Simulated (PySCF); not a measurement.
Zn(Et)2, SMILES C[CH2][Zn][CH2]C (C4H10Zn), singlet, GFN2-xTB optimised geometry.

```
15

Zn    -0.55    -1.20     0.00
C      1.52    -1.20     0.00
C      1.97     0.25    -0.22
H      1.95    -1.82    -0.78
H      1.94    -1.55     0.94
H      1.59     0.90     0.56
H      1.61     0.63    -1.18
H      3.06     0.32    -0.22
C     -2.38    -0.24     0.00
C     -2.10     1.25     0.22
H     -3.06    -0.59     0.78
H     -2.91    -0.35    -0.94
H     -1.47     1.66    -0.56
H     -1.61     1.42     1.18
H     -3.03     1.82     0.22
```

Density from CAM-B3LYP/def2-TZVP (PySCF) at that geometry.

Minimum of the electron density along straight lines between bonded atoms, close to the bond critical point (lines longer than 1.1 times the sum of covalent radii, or with two minima, are not listed):

```csv
bond,length / Å,ρ at the minimum / e bohr⁻³,∇²ρ there / e bohr⁻⁵,position (fraction from the first atom)
Zn1–C2,2.071,0.091,0.17,0.48
C2–C3,1.529,0.242,-0.58,0.50
C2–H4,1.090,0.276,-0.93,0.64
C2–H5,1.091,0.276,-0.93,0.64
C3–H6,1.090,0.279,-0.96,0.64
C3–H7,1.090,0.279,-0.96,0.64
C3–H8,1.093,0.277,-0.95,0.64
Zn1–C9,2.071,0.091,0.17,0.48
C9–C10,1.529,0.242,-0.58,0.50
C9–H11,1.090,0.276,-0.93,0.64
C9–H12,1.091,0.276,-0.93,0.64
C10–H13,1.090,0.279,-0.96,0.64
C10–H14,1.090,0.279,-0.96,0.64
C10–H15,1.093,0.277,-0.95,0.64
```
